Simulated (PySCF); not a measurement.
Radial density of Ga⁺ (gallium, charge +1)

revPBE, [Ar] 3d9 4s2 5s1, high-spin 3D determinant (an excited configuration). Computed with PySCF 2.14 in aug-cc-pVTZ-DK, with the spin-free X2C one-electron Hamiltonian (Gaussian nucleus).

| r (bohr) | 4πr²ρ (e/bohr) | 4πr²(ρα − ρβ) |
| --- | --- | --- |
| 0.000842 | 0.2935 | 0.0000 |
| 0.00142 | 0.7282 | 0.0000 |
| 0.00238 | 1.768 | 0.0001 |
| 0.00401 | 4.145 | 0.0003 |
| 0.00674 | 9.166 | 0.0006 |
| 0.0113 | 18.28 | 0.0012 |
| 0.0191 | 30.51 | 0.0019 |
| 0.0321 | 38.02 | 0.0020 |
| 0.0539 | 33.01 | 0.0021 |
| 0.0907 | 32.68 | 0.0174 |
| 0.153 | 43.95 | 0.1186 |
| 0.257 | 26.98 | 0.5218 |
| 0.432 | 23.39 | 1.2101 |
| 0.726 | 21.07 | 1.0996 |
| 1.22 | 5.259 | 0.3874 |
| 2.05 | 1.459 | 0.0478 |
| 3.46 | 0.3009 | 0.1202 |
| 5.81 | 0.2231 | 0.2225 |
| 9.78 | 0.01042 | 0.0104 |
| 16.4 | 0.0001126 | 0.0001 |

Densities and radii are taken from the X2C orbitals without a picture-change correction, which distorts them close to the nucleus.

The outer electron is Rydberg-like, and this basis confines it to a smaller radius and binds it less than a complete one would.
